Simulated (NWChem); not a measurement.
# CHF2, doublet; SMILES F[CH]F

Results from NWChem. Spin-unrestricted. In the optimisation the excess spin sits in a' (Cs, its own frame). Geometry: optimised at PBE-D3(BJ)/def2-SVP, spin-unrestricted. No stability test was run on the SCF state. B3LYP is NWChem's, with the RPA form of VWN correlation. Vertical excitations in the gas phase. Excited states of an open shell can be spin-contaminated.

Question: Predict the results for B3LYP/def2-SVPD, TDA. Quantities: lowest excitation (eV); oscillator strength of that lowest state; lowest state with f > 0.02 (eV); oscillator strength of that bright state; lowest empty minus highest occupied level, either spin (eV).

Answer: 
* **lowest excitation (eV)**: 6.20
* **oscillator strength of that lowest state**: 0.020
* **lowest state with f > 0.02 (eV)**: 6.20
* **oscillator strength of that bright state**: 0.020
* **lowest empty minus highest occupied level, either spin (eV)**: 4.49
